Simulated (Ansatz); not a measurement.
Calculated with Ansatz (gas phase, PBE0-D4/def2-TZVP geometries, no zero-point term in ΔE). CBS: MP2 limit from def2 TZ/QZ plus the TZ coupled-cluster correction, frozen cores. This one scheme is used for every species. DFT in def2-TZVPP. HSE06 is defined as in plane-wave codes. Elements past krypton have def2 core potentials. For Sn outer-core shells are correlated without core-valence functions, which leaves a few kJ/mol of doubt a bond. One conformer a species, not always the lowest.

Reaction (silylene formation by 1,1-elimination): `O[SiH2][O][SnH3]` → `O[SiH]` + `[OH][SnH3]`

`O[SiH2][O][SnH3]`:

Z-matrix (Å, degrees):
```
Si
O 1 1.622
O 1 1.648 2 112.8
H 1 1.484 2 111.2 3 -116.1
H 1 1.486 2 107.0 3 121.5
Sn 2 1.968 1 132.8 3 53.1
H 3 0.958 1 117.3 2 73.6
H 6 1.704 2 107.2 1 34.3
H 6 1.703 2 106.3 1 -86.5
H 6 1.700 2 103.9 1 154.3
```

`O[SiH]`:

```xyz
4

O     0.119   -0.629   -0.440
Si    0.195    0.660    0.599
H     0.931   -1.141   -0.491
H    -1.245    1.111    0.332
```

`[OH][SnH3]`:

Cartesian coordinates in Å:
```
O 0.199 -0.087 1.486
Sn -0.241 0.003 -0.432
H 1.136 0.016 1.664
H 0.594 -1.252 -1.239
H 0.237 1.532 -1.028
H -1.926 -0.212 -0.451
```

```tsv
species	HSE06-D4 energy (Eh)
`O[SiH2][O][SnH3]`	-657.72217
`O[SiH]`	-365.73313
`[OH][SnH3]`	-291.86811
```

(1) Work out ΔE.

Largest T1 diagnostic among the species: 0.016.

## Answers

(1) ΔE = (-365.73313) + (-291.86811) − (-657.72217) = 0.12093 Eh = +3.29 eV. CCSD(T)/CBS gives +3.32 eV.

From r2SCAN to r2SCAN0 (25 % exact exchange), in def2-TZVPP and without D4, ΔE moves by +0.08 eV. Leaving LDA and LC-ωPBE aside and taking each functional with its dispersion term where it has one, the values, not all of them listed here, spread over 0.49 eV, from BLYP-D4 to r2SCAN0-D4. LDA lies +0.37 eV from PBE without D4. The D4 term adds +0.15 eV with B3LYP and +0.08 eV with PBE0; it sums over pairs of atoms, weighted by their polarisabilities, and B3LYP, whose exchange is more repulsive, gets the larger term.

B3LYP here is the variant with VWN-RPA as its local correlation; programs differ in this.
